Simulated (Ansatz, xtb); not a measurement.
## CH6F3GeNSi: 4 structures ranked

4 gas-phase structures of CH6F3GeNSi, from a drawn sample of its isomers (lower ones may exist). Each was relaxed with GFN2-xTB; where two conformers were screened, the lower at r2SCAN-D4/def2-SVP//GFN2-xTB is listed:

A. `N[SiH2][GeH2][C](F)(F)F`, a singlet
B. `N[Si@@H]([GeH3])C(F)(F)F`, a singlet
C. `[NH2][GeH2][SiH2]C(F)(F)F`, a singlet
D. `[NH2][Ge@@H]([SiH3])[C](F)(F)F`, a singlet

Estimate their order in r2SCAN-D4/def2-SVP//GFN2-xTB energy at these geometries, lowest first.

Calculated order at r2SCAN-D4/def2-SVP//GFN2-xTB: B (0.000), A (0.007), D (0.412), C (0.451) eV. Less than 1 kcal/mol parts B and A; D and C, so the order within those pairs means little.

Energies above the lowest of each column, in eV; the last columns are at r2SCAN-D4/def2-SVP geometries:

| structure | GFN2-xTB | HF/STO-3G | r2SCAN-D4/def2-SVP//GFN2-xTB | r2SCAN-D4/def2-SVP | CCSD(T)/def2-SVP + ΔMP2/def2-TZVPP |
| --- | --- | --- | --- | --- | --- |
| B | 0.255 | 0.000 | 0.000 | 0.000 | 0.000 |
| A | 0.000 | 0.181 | 0.007 | 0.139 | 0.162 |
| D | 0.289 | 0.263 | 0.412 | 0.563 | 0.560 |
| C | 0.646 | 0.197 | 0.451 | 0.551 | 0.586 |

CCSD(T)/def2-SVP + ΔMP2/def2-TZVPP puts B lowest; GFN2-xTB picks A. Flexible structures stand in one conformer each, not always the lowest. ΔMP2 is the change of the MP2 energy from the smaller to the larger basis.

Over these structures GFN2-xTB departs from r2SCAN-D4/def2-SVP//GFN2-xTB by 0.145 eV on average once a common shift is removed. A GFN2-xTB relaxation took about 0.16 s and the r2SCAN-D4/def2-SVP//GFN2-xTB energy about 2.2 s on a shared host (Ansatz 0.2.0, xtb 6.7.1).
